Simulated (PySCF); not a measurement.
Fe: excitation energy

Fe [Ar] 3d6 4s2 (5D) → Fe [Ar] 3d5 4s2 4p1 (7P), as a difference of total energies. Computed with PySCF 2.14 in aug-cc-pVDZ, with the non-relativistic Hamiltonian (point nucleus). The calculations carry no spin-orbit coupling.

```json
{"method": "LDA", "excitation energy (cm⁻¹)": "49134"}
{"method": "PBE", "excitation energy (cm⁻¹)": "48865"}
{"method": "PBE0", "excitation energy (cm⁻¹)": "44865"}
{"method": "B97-3", "excitation energy (cm⁻¹)": "46191"}
{"method": "M06-2X", "excitation energy (cm⁻¹)": "42408"}
```

Question: Estimate what TPSSh gives.

Answer: 46751 cm⁻¹, closest to B97-3 among the rows shown.

Question: Estimate what M06-L gives.

Answer: 44266 cm⁻¹, closest to PBE0 among the rows shown.

These non-relativistic numbers lack the scalar-relativistic shift.

For comparison: 39859 cm⁻¹ (measured; NIST levels, between the centres of gravity of the two terms).
